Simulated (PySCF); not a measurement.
Species: CH8AsNSi.
Numbering: `[CH3:1][NH:2][SiH2:3][AsH2:4]` (hydrogens: H5, H6, H7 on C1; H8 on N2; H9, H10 on Si3; H11, H12 on As4)

Method: PBE0-D3(BJ)/def2-SVP geometry optimisation, gas phase (PySCF); density fitting, grid level 1; the optimiser is geomeTRIC in internal coordinates, started from a GFN2-xTB structure with every atom displaced at random (about 0.01 Å).

Step 17: E = -71351.3208 eV
```
atom  x, y, z in Å  |  force x, y, z in eV/Å
C1     -1.2740    1.1244    0.1828   -0.020   0.021   0.049
N2     -1.1516   -0.3077    0.0887   -0.017  -0.005  -0.072
Si3     0.2263   -1.1420   -0.5275    0.002  -0.021   0.041
As4     2.0417   -1.0763    1.0179    0.043   0.011  -0.005
H5     -1.3708    1.4832    1.2243    0.014   0.000  -0.005
H6     -2.1372    1.5152   -0.3863   -0.010  -0.001   0.003
H7     -0.3761    1.6075   -0.2348   -0.008  -0.006  -0.004
H8     -1.9087   -0.8367    0.5043    0.023   0.018  -0.014
H9     -0.1640   -2.5736   -0.7073    0.001   0.008  -0.009
H10     0.6435   -0.5526   -1.8398    0.006  -0.003   0.003
H11     3.1051   -1.2597   -0.0653   -0.035  -0.004   0.019
H12     2.1175    0.4463    0.9068    0.001  -0.017  -0.007
```

Step 18: E = -71351.3230 eV
```
atom  x, y, z in Å  |  force x, y, z in eV/Å
C1     -1.2682    1.1251    0.1853   -0.003   0.011   0.021
N2     -1.1530   -0.3058    0.0619   -0.055  -0.002  -0.071
Si3     0.2265   -1.1455   -0.5446    0.012  -0.011   0.051
As4     2.0185   -1.0678    1.0274    0.054   0.000   0.000
H5     -1.2901    1.4730    1.2352    0.016   0.000  -0.006
H6     -2.1706    1.5195   -0.3158   -0.010  -0.007   0.008
H7     -0.4050    1.6146   -0.2937   -0.003  -0.006   0.005
H8     -1.8999   -0.8362    0.4945    0.028   0.015  -0.015
H9     -0.1669   -2.5768   -0.7167    0.000   0.004  -0.002
H10     0.6498   -0.5722   -1.8619    0.010   0.014   0.013
H11     3.1157   -1.2539   -0.0206   -0.045  -0.007   0.003
H12     2.0949    0.4540    0.9127   -0.004  -0.010  -0.009
```

Step 19: E = -71351.3258 eV
```
atom  x, y, z in Å  |  force x, y, z in eV/Å
C1     -1.2394    1.1190    0.1566   -0.056   0.038   0.024
N2     -1.1719   -0.3126    0.0044   -0.036   0.049  -0.087
Si3     0.2221   -1.1474   -0.5768    0.042  -0.122   0.035
As4     1.9620   -1.1012    1.0550    0.067   0.014   0.027
H5     -0.9857    1.4776    1.1732    0.008   0.001  -0.009
H6     -2.2414    1.5075   -0.0945   -0.006  -0.007   0.021
H7     -0.5365    1.6024   -0.5409    0.016  -0.005   0.010
H8     -1.8537   -0.8320    0.5452    0.008   0.015  -0.005
H9     -0.1721   -2.5743   -0.7811    0.019  -0.005  -0.001
H10     0.6653   -0.5532   -1.8764    0.002   0.044   0.023
H11     3.1232   -1.1840    0.0659   -0.065  -0.016  -0.025
H12     1.9797    0.4262    1.0332    0.001  -0.004  -0.013
```

Task: Estimate the geometry and energy of step 20. (The exact step hangs on the optimiser's Hessian estimate; all steps are aligned on step 19, rigid shifts and turns removed.)

Result: E = -71351.3300 eV, largest force 0.095 eV/Å
```
atom  x, y, z in Å  |  force x, y, z in eV/Å
C1     -1.2630    1.1281    0.1776    0.018  -0.004  -0.027
N2     -1.1685   -0.2970   -0.0198   -0.076  -0.002  -0.057
Si3     0.2349   -1.1420   -0.5668    0.027  -0.035   0.030
As4     1.9710   -1.0624    1.0678    0.037   0.004   0.022
H5     -1.0452    1.4543    1.2130    0.006   0.005   0.000
H6     -2.2634    1.5091   -0.0900   -0.001  -0.012   0.016
H7     -0.5474    1.6455   -0.4816    0.013  -0.003   0.013
H8     -1.8764   -0.8369    0.4645    0.005   0.015   0.005
H9     -0.1638   -2.5714   -0.7397    0.007  -0.006   0.008
H10     0.7018   -0.5927   -1.8787   -0.001   0.051   0.026
H11     3.1095   -1.2640    0.0712   -0.031  -0.014  -0.026
H12     2.0622    0.4574    0.9461   -0.004   0.001  -0.010
```

The energy changes by -0.0043 eV. The first-order estimate −F·Δx gives -0.0079 eV and the mean of the old and new forces, exact on a quadratic surface, -0.0045 eV. The step makes an angle of 81° with the force vector and moves no atom by more than 0.124 Å.

The cost below is that of the whole optimisation. On one thread of an Arm Neoverse V1, no GPU, shared host, this took 2.7 min wall and 0.51 GiB of memory at its peak.
